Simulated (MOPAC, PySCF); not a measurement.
Isomers of H3B3. Gas-phase values, no solvent. One relaxed conformer stands for each flexible species; it need not be the lowest. Strings in code marks are SMILES.

Quantity: electronic energy of isomers of H3B3 relative to `B1BB1`, in kJ/mol. Semi-empirical values (MOPAC) are differences of heats of formation.

Level 1: PBE-D3(BJ)/def2-TZVP // B3LYP-D3(BJ)/def2-TZVP (PySCF)
Level 2: PBE/6-31G* // B3LYP-D3(BJ)/def2-TZVP (PySCF)
Level 3: SVWN5/6-31G* // B3LYP-D3(BJ)/def2-TZVP (PySCF)
Level 4: PM3 // B3LYP-D3(BJ)/def2-TZVP (MOPAC)

```
species                        level 1  level 2  level 3  level 4
-----------------------------  -------  -------  -------  -------
`B=BB` (B–B–B–H torsion 180°)     98.0     98.7    116.5    119.4
```
